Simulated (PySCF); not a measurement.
Computed IR spectrum (relative IR intensity) of a molecule C2H8N2Si2. Geometry optimised at PBE-D3(BJ)/def2-SVP. The values are those of a single conformer. These are PBE-D3(BJ)/def2-SVP in PySCF 2.14.0 values and carry that method's errors. Frequencies are harmonic and unscaled.

Lines under 2 % of the strongest are left out, and lines within 2 cm⁻¹ are merged.

```csv
ν (cm⁻¹),relative intensity
382,3.8
414,6.6
451,54
503,7.3
598,6.5
634,12
662,22
696,49
752,70
772,30
791,36
872,28
918,71
1062,17
1134,100
1233,6.9
1355,42
1396,16
1448,3.9
1541,20
2121,54
2136,80
2150,73
2922,75
2929,50
2984,24
3051,7.7
3515,13
```

Identify the compound among the candidates.
A) CN[Si@H]1C=N[SiH2]1
B) C[Si@]1(N)N=C[SiH2]1
C) N[SiH2]C1=NC[SiH2]1
D) C1=N[SiH2]NC[SiH2]1

A, CN[Si@H]1C=N[SiH2]1
